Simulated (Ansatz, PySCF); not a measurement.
Molecule: HSe (charge -1, singlet). SMILES: [SeH-]
Geometry: optimised at B3LYP-D3(BJ)/def2-TZVP (Ansatz, a program for electronic structure).

Unscaled harmonic wavenumbers (cm⁻¹) in rising order, each level at the stationary point that it reaches from this structure (no distance between atoms moves by over 0.3 Å); the order of modes can differ between levels, and a negative number is imaginary. B3LYP-D3(BJ)/def2-TZVP (PySCF, at the structure above): 2325.

HF/3-21G (Ansatz): 2205. Zero-point energy 3.2 against 3.3 kcal/mol; where all levels lie over 400 cm⁻¹, the wavenumbers are on average 0.948 times those of B3LYP-D3(BJ)/def2-TZVP.

HF/6-31G* with LANL2DZ past Ar (Ansatz): 2218. Zero-point energy 3.2 against 3.3 kcal/mol; where all levels lie over 400 cm⁻¹, the wavenumbers are on average 0.954 times those of B3LYP-D3(BJ)/def2-TZVP.
